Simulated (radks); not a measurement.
The numbers below are computed, except where a source is named.
Cu2+, 27 electrons, occupied as [Ar] 3d9. Level of theory: Dirac Kohn-Sham, LDA (Slater exchange, Perdew-Wang correlation), spin-unpolarised, spherical densities, finite nucleus; open shells fill j = l - 1/2 first; Fermi nuclear charge, rms radius 3.8823 fm (a radial shooting solver on a logarithmic mesh with Libxc functionals).

Normalised radial functions P(r) = r R(r) (large component), r in bohr:

```
   r/bohr * 3s1/2, o 3p3/2 (the largest magnitude, 1.31, reaches the edge; | marks zero, & curves that meet)
 0.001952                             o*
 0.002481                             o *
 0.003179                             o *
 0.004042                             o  *
 0.005138                             o  *
 0.006531                             o   *
  0.00837                             o    *
  0.01064                             |o    *
  0.01353                             |o     *
   0.0172                             |o      *
  0.02204                             | o     *
  0.02801                             |  o    *
  0.03561                             |   o   *
  0.04527                             |     &
  0.05801                             |  *    o
  0.07375                           * |         o
  0.09375                      *      |           o
   0.1192                 *           |             o
   0.1527               *             |            o
   0.1942                *            |        o
   0.2468                      *      | o
   0.3138                      o      |   *
   0.4021            o                |                *
   0.5111     o                       |                        *
   0.6498    o                        |                          *
    0.826       o                     |                     *
    1.059             o               |              *
    1.346                    o        |      *
    1.711                         o   |  *
    2.175                            o|*
    2.787                             &
    3.543                             &
```

3s1/2: eigenvalue -139.75 eV, 2 radial nodes at r = 0.0678, 0.288 bohr, <r> = 0.711 bohr, 90 % of the charge inside 1.07 bohr. 3p3/2: eigenvalue -96.683 eV, 1 radial node at r = 0.261 bohr, <r> = 0.749 bohr, 90 % of the charge inside 1.16 bohr.
